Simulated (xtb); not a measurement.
xtb input (GFN2-xTB):

```bash
xtb mol.xyz --gfn 2 --sp --chrg 1 --uhf 0
```
mol.xyz:
```
14

Si     0.00236473     0.58196616     0.53901540
O     -1.10704317    -0.60334508    -0.28290849
C     -2.58187796    -0.45353743    -0.37170166
O      1.42534069    -0.10322085     0.36065811
C      2.48775003     0.06117732    -0.60599404
H     -0.46313071     0.55310641     1.92512068
H     -0.29180383     1.78570661    -0.24661748
H     -2.90971667    -1.03557453    -1.22664460
H     -3.02543753    -0.79751849     0.55815914
H     -2.76335904     0.60387725    -0.53651639
H      2.62564661    -0.88498609    -1.12371962
H      2.24501031     0.84784855    -1.32031424
H      3.39156096     0.31876394    -0.06073836
H     -0.82348909    -1.53206162    -0.27076744
```

Output:

```
           -------------------------------------------------
          |                Calculation Setup                |
           -------------------------------------------------

           -------------------------------------------------
          |                 G F N 2 - x T B                 |
           -------------------------------------------------

        Reference                      10.1021/acs.jctc.8b01176
      * Hamiltonian:
        H0-scaling (s, p, d)           1.850000    2.230000    2.230000
        zeta-weighting                 0.500000
      * Dispersion:
        s8                             2.700000
        a1                             0.520000
        a2                             5.000000
        s9                             5.000000
      * Repulsion:
        kExp                           1.500000    1.000000
        rExp                           1.000000
      * Coulomb:
        alpha                          2.000000
        third order                    shell-resolved
        anisotropic                    true
        a3                             3.000000
        a5                             4.000000
        cn-shift                       1.200000
        cn-exp                         4.000000
        max-rad                        5.000000

          ...................................................
          :                      SETUP                      :
          :.................................................:
          :  # basis functions                  35          :
          :  # atomic orbitals                  34          :
          :  # shells                           20          :
          :  # electrons                        32          :
          :  max. iterations                   250          :
          :  Hamiltonian                  GFN2-xTB          :
          :  restarted?                      false          :
          :  GBSA solvation                  false          :
          :  PC potential                    false          :
          :  electronic temp.          300.0000000     K    :
          :  accuracy                    1.0000000          :
          :  -> integral cutoff          0.2500000E+02      :
          :  -> integral neglect         0.1000000E-07      :
          :  -> SCF convergence          0.1000000E-05 Eh   :
          :  -> wf. convergence          0.1000000E-03 e    :
          :  Broyden damping             0.4000000          :
          :  net charge                          1          :
          :  unpaired electrons                  0          :
          ...................................................

 iter      E             dE          RMSdq      gap      omega  full diag
   1    -18.4603133 -0.184603E+02  0.722E+00    7.09       0.0  T
   2    -18.5266127 -0.662994E-01  0.427E+00    5.96       1.0  T
   3    -18.5311926 -0.457992E-02  0.222E+00    5.99       1.0  T
   4    -18.5316877 -0.495087E-03  0.857E-01    5.70       1.0  T
   5    -18.5318159 -0.128228E-03  0.447E-01    6.05       1.0  T
   6    -18.5330423 -0.122642E-02  0.151E-01    5.88       1.0  T
   7    -18.5330388  0.355319E-05  0.447E-02    5.90       1.0  T
   8    -18.5330491 -0.103079E-04  0.126E-02    5.89       2.1  T
   9    -18.5330492 -0.812709E-07  0.646E-03    5.89       4.1  T
  10    -18.5330493 -0.158442E-06  0.187E-03    5.89      14.3  T
  11    -18.5330493 -0.564368E-08  0.592E-04    5.89      45.1  T
  12    -18.5330493 -0.321766E-09  0.173E-04    5.89     154.2  T

   *** convergence criteria satisfied after 12 iterations ***

         #    Occupation            Energy/Eh            Energy/eV
      -------------------------------------------------------------
         1        2.0000           -0.9896847             -26.9307
       ...           ...                  ...                  ...
        10        2.0000           -0.6955469             -18.9268
        11        2.0000           -0.6820012             -18.5582
        12        2.0000           -0.6678777             -18.1739
        13        2.0000           -0.6530120             -17.7694
        14        2.0000           -0.6130371             -16.6816
        15        2.0000           -0.6036257             -16.4255
        16        2.0000           -0.5987366             -16.2925 (HOMO)
        17                         -0.3822869             -10.4026 (LUMO)
        18                         -0.3666684              -9.9776
        19                         -0.3129608              -8.5161
        20                         -0.2747827              -7.4772
        21                         -0.2316764              -6.3042
       ...                                ...                  ...
        34                          0.6159005              16.7595
      -------------------------------------------------------------
                  HL-Gap            0.2164497 Eh            5.8899 eV
             Fermi-level           -0.4905118 Eh          -13.3475 eV

 SCC (total)                   0 d,  0 h,  0 min,  0.007 sec
 SCC setup                      ...        0 min,  0.000 sec (  1.570%)
 Dispersion                     ...        0 min,  0.000 sec (  0.945%)
 classical contributions        ...        0 min,  0.000 sec (  0.502%)
 integral evaluation            ...        0 min,  0.001 sec ( 12.978%)
 iterations                     ...        0 min,  0.004 sec ( 55.721%)
 molecular gradient             ...        0 min,  0.002 sec ( 26.112%)
 printout                       ...        0 min,  0.000 sec (  1.927%)

         :::::::::::::::::::::::::::::::::::::::::::::::::::::
         ::                     SUMMARY                     ::
         :::::::::::::::::::::::::::::::::::::::::::::::::::::
         :: total energy             -18.365839164928 Eh    ::
         :: gradient norm              0.037446873553 Eh/a0 ::
         :: HOMO-LUMO gap              5.889897440668 eV    ::
         ::.................................................::
         :: SCC energy               -18.533043495353 Eh    ::
         :: -> isotropic ES            0.118933569115 Eh    ::
         :: -> anisotropic ES          0.001576140207 Eh    ::
         :: -> anisotropic XC          0.002359187200 Eh    ::
         :: -> dispersion             -0.005887252071 Eh    ::
         :: repulsion energy           0.167204330424 Eh    ::
         :: add. restraining           0.000000000000 Eh    ::
         :: total charge               1.000000000000 e     ::
         :::::::::::::::::::::::::::::::::::::::::::::::::::::

           -------------------------------------------------
          |                Property Printout                |
           -------------------------------------------------

    * Orbital Energies and Occupations

         #    Occupation            Energy/Eh            Energy/eV
      -------------------------------------------------------------
         1        2.0000           -0.9896847             -26.9307
       ...           ...                  ...                  ...
         4        2.0000           -0.8410754             -22.8868
         5        2.0000           -0.7953896             -21.6437
         6        2.0000           -0.7613208             -20.7166
         7        2.0000           -0.7493200             -20.3900
         8        2.0000           -0.7334605             -19.9585
         9        2.0000           -0.6985085             -19.0074
        10        2.0000           -0.6955469             -18.9268
        11        2.0000           -0.6820012             -18.5582
        12        2.0000           -0.6678777             -18.1739
        13        2.0000           -0.6530120             -17.7694
        14        2.0000           -0.6130371             -16.6816
        15        2.0000           -0.6036257             -16.4255
        16        2.0000           -0.5987366             -16.2925 (HOMO)
        17                         -0.3822869             -10.4026 (LUMO)
        18                         -0.3666684              -9.9776
        19                         -0.3129608              -8.5161
        20                         -0.2747827              -7.4772
        21                         -0.2316764              -6.3042
        22                         -0.1423283              -3.8729
        23                         -0.1085110              -2.9527
        24                         -0.0570455              -1.5523
        25                         -0.0321575              -0.8751
        26                          0.0067439               0.1835
        27                          0.0253919               0.6909
       ...                                ...                  ...
        34                          0.6159005              16.7595
      -------------------------------------------------------------
                  HL-Gap            0.2164497 Eh            5.8899 eV
             Fermi-level           -0.4905118 Eh          -13.3475 eV

     #   Z          covCN         q      C6AA      α(0)
     1  14 Si       3.399     0.587   104.648    20.147
     2   8 O        2.393    -0.283    18.659     5.834
     3   6 C        3.620    -0.019    21.385     6.668
     4   8 O        1.616    -0.282    18.716     5.839
     5   6 C        3.654     0.002    20.849     6.556
     6   1 H        0.919     0.008     2.929     2.677
     7   1 H        0.917     0.009     2.911     2.668
     8   1 H        0.925     0.119     1.622     1.992
     9   1 H        0.925     0.107     1.723     2.053
    10   1 H        0.925     0.118     1.633     1.999
    11   1 H        0.925     0.095     1.829     2.115
    12   1 H        0.925     0.077     2.006     2.215
    13   1 H        0.925     0.102     1.767     2.079
    14   1 H        0.804     0.360     0.566     1.182

 Mol. C6AA /au·bohr⁶  :       1582.362542
 Mol. C8AA /au·bohr⁸  :      45897.203173
 Mol. α(0) /au        :         64.022496

Wiberg/Mayer (AO) data.
largest (>0.10) Wiberg bond orders for each atom

 ---------------------------------------------------------------------------
     #   Z sym  total        # sym  WBO       # sym  WBO       # sym  WBO
 ---------------------------------------------------------------------------
     1  14 Si   3.807 --     4 O    1.384     7 H    0.884     6 H    0.878
                             2 O    0.610
     2   8 O    2.444 --     3 C    0.890    14 H    0.850     1 Si   0.610
     3   6 C    3.841 --    10 H    0.980     9 H    0.980     8 H    0.976
                             2 O    0.890
     4   8 O    2.430 --     1 Si   1.384     5 C    0.920
     5   6 C    3.883 --    12 H    0.986    11 H    0.976    13 H    0.975
                             4 O    0.920
     6   1 H    1.000 --     1 Si   0.878
     7   1 H    1.000 --     1 Si   0.884
     8   1 H    0.986 --     3 C    0.976
     9   1 H    0.989 --     3 C    0.980
    10   1 H    0.986 --     3 C    0.980
    11   1 H    0.991 --     5 C    0.976
    12   1 H    0.994 --     5 C    0.986
    13   1 H    0.989 --     5 C    0.975
    14   1 H    0.871 --     2 O    0.850
 ---------------------------------------------------------------------------

Topologies differ in total number of bonds
Writing topology from bond orders to xtbtopo.mol

molecular dipole:
                 x           y           z       tot (Debye)
 q only:       -1.058      -0.197      -0.281
   full:       -1.163      -0.501      -0.399       3.375
molecular quadrupole (traceless):
                xx          xy          yy          xz          yz          zz
 q only:       11.825       3.937      -4.102      -1.572       1.972      -7.723
  q+dip:        8.076       3.878      -1.690      -1.438       1.042      -6.386
   full:       10.166       5.224      -2.371      -1.452       2.149      -7.795
Note: The following floating-point exceptions are signalling: IEEE_UNDERFLOW_FLAG IEEE_DENORMAL
normal termination of xtb

           -------------------------------------------------
          | TOTAL ENERGY              -18.365839164928 Eh   |
          | GRADIENT NORM               0.037446873553 Eh/α |
          | HOMO-LUMO GAP               5.889897440668 eV   |
           -------------------------------------------------

------------------------------------------------------------------------
------------------------------------------------------------------------
 total:
 SCF:
```

It need not be the lowest isomer of its formula.
